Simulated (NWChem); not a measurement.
System: CH$_{6}$BNO$_{2}$; SMILES OB(NC)O

NWChem input:

```
start job
memory heap 200 mb stack 900 mb global 1100 mb
geometry units angstroms noautosym nocenter noautoz
  B      0.006380    -0.551028     0.000000
  N      0.655135     0.707775     0.000000
  C     -0.014098     1.981947     0.000000
  H      1.665017     0.756697     0.000000
  H      0.229620     2.588300    -0.891180
  H      0.229620     2.588300     0.891180
  H     -1.099259     1.814578     0.000000
  O     -1.363275    -0.592301     0.000000
  H     -1.672822    -1.502315     0.000000
  O      0.683214    -1.751234     0.000000
  H      1.638596    -1.661447     0.000000
end
basis spherical
  * library 6-31g*
end
dft
  xc hfexch
  iterations 150
end
property
  shielding 10 1 2 3 4 5 7 8 9 10 11
  efieldgrad
end
task dft property
```

Coordinates come from a PBE0/def2-SVP optimisation.

GIAO values for the isolated, static molecule; σ is the absolute isotropic shielding, δ = σ(reference) − σ with the isolated reference molecule computed at the same levels (11B: boron trifluoride, 13C: tetramethylsilane, 1H: tetramethylsilane, 17O: water).

Atoms are numbered as in the input.

### Question
What results follow from this input? (Hartree-Fock/6-31G* (spherical d), GIAO.) Quantities: δ B1 (ppm); δ C3 (ppm); δ H5 (rotor mean) (ppm); δ O8 (ppm); δ H9 (ppm); δ O10 (ppm); δ H11 (ppm).

### Answer
| Item | Result |
|---|---|
| δ B1 (ppm) | 10.8 |
| δ C3 (ppm) | 26.3 |
| δ H5 (rotor mean) (ppm) | 2.64 |
| δ O8 (ppm) | 43.1 |
| δ H9 (ppm) | 2.54 |
| δ O10 (ppm) | 44.9 |
| δ H11 (ppm) | 1.99 |
